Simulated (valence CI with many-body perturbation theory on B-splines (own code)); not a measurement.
## Which ion has this spectrum?

A relativistic CI+MBPT calculation for an atom or ion with 14 electrons gives these levels (eV):

| J | Parity | E | g |
| --- | --- | --- | --- |
| 0 | even | 0.000 |  |
| 1 | even | 2.304 | 1.50 |
| 2 | even | 4.064 | 1.41 |
| 2 | even | 8.947 | 1.09 |
| 0 | even | 15.357 |  |
| 2 | odd | 34.245 | 1.99 |
| 1 | odd | 44.750 | 0.57 |
| 2 | odd | 44.809 | 1.20 |
| 3 | odd | 45.630 | 1.33 |
| 0 | odd | 51.298 |  |
| 1 | odd | 51.534 | 1.44 |
| 2 | odd | 51.704 | 1.41 |
| 2 | odd | 56.452 | 1.06 |
| 1 | odd | 63.401 | 1.72 |

The energies are calculated, with errors of perhaps 200 cm⁻¹, more in some levels.

Which is it?
A. Ga17+
B. Fe12+
C. Ge18+
D. Cu15+

D. Cu15+, ground level 3s2.3p2 3P_0.
